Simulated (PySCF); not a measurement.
Ga(H)(Me)2(SH2), C₂H₉GaS, singlet (PBE0/def2-SVP optimised geometry):

```
13

Ga    -0.189    -0.594     0.000
H     -0.960    -1.893    -0.482
C      1.794    -0.594     0.000
H      2.156    -0.429    -1.029
H      2.212    -1.555     0.339
H      2.215     0.211     0.623
C     -1.166     1.137     0.000
H     -1.184     1.543    -1.026
H     -0.679     1.893     0.636
H     -2.215     1.033     0.320
S     -0.533    -1.209     2.606
H     -0.328     0.022     3.124
H     -1.875    -1.060     2.615
```

Computed with PBE0/def2-TZVP (PySCF 2.14.0).

What are the frontier orbital energies and the dipole moment?

HOMO-2 -8.50 eV, HOMO-1 -7.40 eV, HOMO -7.23 eV, LUMO -0.33 eV, LUMO+1 0.00 eV; dipole moment 2.79 D.

On the same geometry PBE/def2-TZVP in PySCF gives HOMO-2 -7.25 eV, HOMO-1 -6.17 eV, HOMO -6.01 eV, LUMO -1.34 eV, LUMO+1 -0.88 eV; dipole moment 2.77 D.

Meta-Löwdin charges at PBE0/def2-TZVP: Ga1 0.36, H2 -0.11, C3 -0.58, H4 0.12, H5 0.12, H6 0.11, C7 -0.59, H8 0.12, H9 0.11, H10 0.11, S11 -0.02, H12 0.12, H13 0.13.
